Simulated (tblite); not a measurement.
C₉H₁₂P (charge +1).
Z-matrix (Å and degrees, GFN2-xTB geometry), rows numbered from 1:
```
C 
P   1  1.8016
C   2  1.8155  1  112.38
C   3  1.5171  2  102.45  1   -97.77
C   4  1.3840  3  123.57  2   166.16
C   5  1.3864  4  119.36  3   179.15
C   6  1.3848  5  120.40  4    -0.04
C   7  1.3864  6  120.39  5    -0.04
C   8  1.3840  7  119.37  6     0.08
C   9  1.5171  4  116.17  3    -0.00
H   1  1.0905  2  110.15  3   -65.37
H   1  1.0904  2  110.13  3   174.02
H   1  1.0919  2  108.73  3    54.35
H   2  1.3794  1  109.11  3   125.56
H   3  1.0929  2  112.01  1    23.11
H   3  1.0949  2  110.86  1   143.85
H   5  1.0790  4  120.29  3    -0.75
H   6  1.0781  5  119.58  4   179.90
H   7  1.0781  6  120.04  5   179.99
H   8  1.0789  7  120.36  6  -179.83
H  10  1.0948  2  110.84  1  -143.89
H  10  1.0928  2  112.02  1   -23.14
```

Method: GFN2-xTB as coded in tblite; computed harmonic values from a numerical Hessian at the method's own geometry, unscaled. Against measured fundamentals such values can be off by several per cent, at times by over 20. Modes of hydrogen on phosphorus can be 10 to 20 % off. One conformer, not necessarily the lowest.

Harmonic wavenumbers (cm⁻¹): 42.3, 127.0, 174.1, 204.3, 220.3, 247.0, 345.6, 389.5, 412.6, 456.1, 530.0, 560.4, 642.7, 691.5, 700.4, 727.3, 771.2, 780.8, 789.5, 811.8, 813.4, 845.2, 873.5, 889.4, 898.7, 924.1, 935.6, 936.1, 1042.5, 1053.4, 1085.6, 1092.4, 1147.1, 1156.3, 1176.5, 1177.9, 1239.5, 1254.6, 1313.6, 1322.1, 1382.6, 1387.8, 1391.4, 1392.8, 1436.8, 1458.1, 1586.5, 1587.5, 2403.0, 2929.3, 2930.6, 2958.8, 2961.9, 2980.9, 2993.9, 2996.5, 3100.0, 3100.9, 3111.3, 3119.8.

A = 2584, B = 810.0, C = 698.8 MHz; mass 151.068 u (most abundant isotopes); point group Cs, symmetry number 1.

Q: What is the zero-point energy?

A: ½Σν̃ = 39006 cm⁻¹ = 466.62 kJ/mol.

Q: Give the ideal-gas entropy at 298.15 K and 1 bar in the rigid-rotor, harmonic-oscillator model (classical rotation).

A: Translation 171.43, rotation 124.58, vibration 106.15: S = 402.2 J/(mol K).

Q: And Cp and H(298.15 K) − H(0)?

A: Cp = 171.71 J/(mol K), of which vibrations give 138.45 (their classical limit is 60 R = 498.9); H(298.15 K) − H(0) = 27.98 kJ/mol without the zero-point energy, 18.07 from vibrations.

Q: Blend soft modes into free rotors: weight 1/[1 + (100 cm⁻¹/ν̃)⁴] for the oscillator and the rest for a rotor with moment μB/(μ + B), μ = h/(8π²ν), B = 10⁻⁴⁴ kg m². What vibrational entropy results?

A: 99.96 J/(mol K) in place of 106.15, which changes −T·S at 298.15 K by +1.85 kJ/mol.

Q: What must be added to the electronic energy to get the Gibbs energy at 298.15 K and 1 bar?

A: ZPE + [H(298.15 K) − H(0)] − T·S = 466.62 + 27.98 − 119.91 = 374.69 kJ/mol.

Q: Which modes carry the vibrational entropy at 298.15 K?

A: 42.3 cm⁻¹: 21.54; 127.0 cm⁻¹: 12.51; 174.1 cm⁻¹: 10.00; 204.3 cm⁻¹: 8.76; 220.3 cm⁻¹: 8.19; 247.0 cm⁻¹: 7.33 J/(mol K); the other 54 give 37.82 together.

Q: How do the functions run with temperature in this model?

A: 
| T (K) | S (J/(mol K)) | Cp (J/(mol K)) | H − H(0) (kJ/mol) | G − H(0) (kJ/mol) | ln q(vib) |
| --- | --- | --- | --- | --- | --- |
| 150 | 316.3 | 90.4 | 8.78 | -38.67 | 2.15 |
| 250 | 374.5 | 143.7 | 20.39 | -73.23 | 4.33 |
| 400 | 460.6 | 227.5 | 48.38 | -135.87 | 8.08 |
| 600 | 569.6 | 309.8 | 102.71 | -239.08 | 13.52 |
| 900 | 710.8 | 384.6 | 207.90 | -431.81 | 21.68 |

q(vib) and H(0) count from the zero-point level.

Hindered rotation and anharmonicity are outside this model. Other conformers, if any are populated, would add a mixing term that is left out.
